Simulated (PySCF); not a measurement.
## Trend along group 15: MGe cations

HF with triple-zeta basis sets in PySCF, for the lowest determinant that a PBE0 search found; no spin–orbit coupling. De refers to high-spin ground-configuration atoms (the charge goes to the atom of lower measured ionisation energy or higher electron affinity, which is not always the lowest computed limit). A positive dipole points towards Ge; it is taken about the centre of mass and depends on that origin.

```
 M        basis  reference  charged atom  state (unpaired electrons)  Re (Å)  ωe (cm⁻¹)  De (eV)  μ (D)
 N  def2-TZVPPD        UHF           Ge+              triplet (π ↑↑)   1.882        674     0.37   1.86
 P  def2-TZVPPD        UHF           Ge+              triplet (π ↑↑)   2.296        401     1.30   0.21
As  def2-TZVPPD        UHF           Ge+              triplet (π ↑↑)   2.404        287     1.21   2.17
```

The shortest bond is that of GeN⁺ (1.882 Å), the longest that of GeAs⁺ (2.404 Å).

Down a group the atoms grow and get heavier, so bonds lengthen and wavenumbers fall; this series shows no clear exception.

Spin–orbit coupling is left out. For an ion De counts to the pair picked by the measured ionisation energies or electron affinities, which need not be the lowest pair at this level. Hartree–Fock leaves out correlation, which carries a large part of most bond energies and some tenths to 1 eV of ionisation energies. States were picked by a PBE0 search and need not be the measured ground states.
